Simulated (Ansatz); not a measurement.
Frontier orbitals of H$_{5}$NOSiZn.

```xyz
9

N     0.029   -1.106   -0.500
Si   -0.198    0.390    0.281
O    -1.444    0.328    1.362
Zn    2.776    0.485   -2.088
H     0.369   -1.909    0.003
H    -0.566   -1.378   -1.265
H    -0.485    1.391   -0.780
H    -1.534    1.056    1.979
H     1.052    0.743    1.008
```

Total charge 0; spin multiplicity 1. For Zn the d shell is correlated and the shells below it are frozen. Scalar relativity is left out up to krypton. The bonds changed during the relaxation, so this is another structure than the one it started from. All single points use the PBE0-D4/def2-TZVP geometry. It is one conformer, not always the lowest. Basis def2-TZVPP, the Gaussian-basis code of Ansatz.

```json
{"functional": "LDA (SPW92)", "HOMO (eV)": "-5.64", "LUMO (eV)": "-1.18", "gap (eV)": "4.46"}
{"functional": "PBE", "HOMO (eV)": "-5.40", "LUMO (eV)": "-1.00", "gap (eV)": "4.40"}
{"functional": "revPBE", "HOMO (eV)": "-5.31", "LUMO (eV)": "-0.92", "gap (eV)": "4.39"}
{"functional": "BLYP", "HOMO (eV)": "-5.35", "LUMO (eV)": "-0.93", "gap (eV)": "4.42"}
{"functional": "B97M-V", "HOMO (eV)": "-5.36", "LUMO (eV)": "-0.98", "gap (eV)": "4.38"}
{"functional": "PBE0", "HOMO (eV)": "-6.15", "LUMO (eV)": "-0.36", "gap (eV)": "5.79"}
{"functional": "CAM-B3LYP", "HOMO (eV)": "-7.44", "LUMO (eV)": "0.43", "gap (eV)": "7.87"}
{"functional": "ωB97M-V", "HOMO (eV)": "-8.24", "LUMO (eV)": "1.06", "gap (eV)": "9.30"}
{"functional": "HF", "HOMO (eV)": "-7.57", "LUMO (eV)": "1.76", "gap (eV)": "9.33"}
```

From PBE to PBE0 the HOMO moves by −0.75 eV and the LUMO by +0.63 eV, and with ωB97M-V by −2.83 and +2.06 eV, so the gap grows from 4.40 to 9.30 eV with exact exchange. A positive LUMO is unbound and depends on the basis.
